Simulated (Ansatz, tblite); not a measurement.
Isomers of BeTe$_{2}$⁻ (doublet), found by a short tight-binding search and relaxed with PBE-D4/def2-TZVPD in Ansatz.

In the def2 sets Te takes a core potential; there is no spin–orbit coupling. The xTB rows come from tblite. LC-ωPBE has ω = 0.4 bohr⁻¹. Correlated methods freeze 8 core orbitals; core or outer-core shells of Te are correlated, in sets that lack core-valence functions. In CCSD on the charge -1 doublet the largest single amplitude is 0.30, so its Hartree–Fock determinant may place the open shell otherwise than the density functionals do.

A: At PBE-D4/def2-TZVPD, r2SCAN-D4/def2-TZVPD the highest occupied level of the charge -1 doublet lies above zero (up to 0.30 eV). It is a level of α spin, whose loss leaves a singlet; that state wasn't run at this geometry and level. The electron is either unbound and held by the finite basis, or the level is raised by self-interaction error. B: At PBE-D4/def2-TZVPD the gap within one spin of the charge -1 doublet nearly closes, so an electron or hole may be smeared out by delocalisation error.

Other spin states were run for one of them alone.

A:

```xyz
3

Be    1.0916   -0.5910    0.2248
Te   -0.9260   -0.7432   -0.9974
Te   -0.1656    1.3342    0.7726
```

B:

```xyz
3

Be   -0.0002    0.0004    0.0011
Te    2.1504   -0.3956    0.3797
Te   -2.1502    0.3952   -0.3808
```

**Question.** Estimate which lies lowest at each level, and how far above it the others are (kJ/mol).

**Answer.** 
```csv
level,A,B
GFN1-xTB,48.1,0.0
GFN2-xTB,101.2,0.0
HF/def2-TZVPPD,125.9,0.0
PBE-D4/def2-TZVPD,114.8,0.0
r2SCAN-D4/def2-TZVPD,119.1,0.0
PBE0-D4/def2-TZVPD,109.5,0.0
LC-ωPBE/def2-TZVPD,95.1,0.0
ωB97M-V/def2-TZVPD,117.5,0.0
MP2/def2-TZVPPD,80.8,0.0
CCSD/def2-TZVPPD,106.7,0.0
CCSD(T)/def2-TZVPPD,104.0,0.0
```
Point groups (tolerance 0.1 Å): A C2v, B D∞h. Lower isomers may exist.
